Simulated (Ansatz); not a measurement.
`B1N=C[Te]1` → B• + C• + 2 H• + N• + Te•  (atomization)

Computed with Ansatz on PBE0-D4/def2-TZVP structures; ΔE is electronic, products minus reactants. CCSD(T)/CBS is the MP2 limit (def2-TZVPP, def2-QZVPP) plus CCSD(T) − MP2 in def2-TZVPP, frozen cores. This one scheme is used for every species, atoms too. DFT in def2-TZVPP. HSE06 is defined as in plane-wave codes. Open shells (•) are unrestricted, without spin–orbit coupling. Spin–orbit coupling would lower the free atoms: a little for B, C; strongly for Te. def2 core potentials past Kr. For Te outer-core shells are correlated without core-valence functions, so the limit isn't a true one: a few kJ/mol of doubt a bond, and 10 to 20 or more in all where bonds break to atoms.

```tsv
level	ΔE (kJ/mol)	difference from CCSD(T)/CBS
B97M-V	2190.8	14.0
PBE0-D4	2213.7	36.9
r2SCAN0-D4	2127.9	-48.9
BHLYP-D4	2068.8	-108.0
ωB97M-V	2177.8	1.0
revPBE	2184.3	7.5
PBE0	2201.4	24.6
HSE06	2204.7	27.9
HF/def2-SVP	1405.6	-771.2
MP2/def2-SVP	2081.6	-95.2
CCSD/def2-SVP	1963.1	-213.7
HF/def2-TZVPP	1391.1	-785.7
CCSD/def2-TZVPP	2023.5	-153.3
SCS-MP2/def2-QZVPP	2197.7	20.9
HF/CBS(def2)	1396.4	-780.4
CCSD/CBS(def2)	2106.7	-70.1
CCSD(T)/CBS	2176.8	0
```

Largest T1 diagnostic among the species: 0.016.

At CCSD(T), def2-SVP lies −161.3 kJ/mol from the extrapolated value and def2-TZVPP −83.2 kJ/mol: correlation converges slowly with the basis, and small sets miss more of it in the bonded molecule than in its fragments. From r2SCAN to r2SCAN0 (25 % exact exchange), in def2-TZVPP and without D4, ΔE moves by −67.8 kJ/mol: exact exchange takes away binding that semilocal exchange gives to molecules.

For atomizations the MP2-based limit and the directly extrapolated one differ by several kJ/mol either way, and by 10 to 25 for some Ge, Se and Sn compounds, so smaller differences from it don't rank the levels.
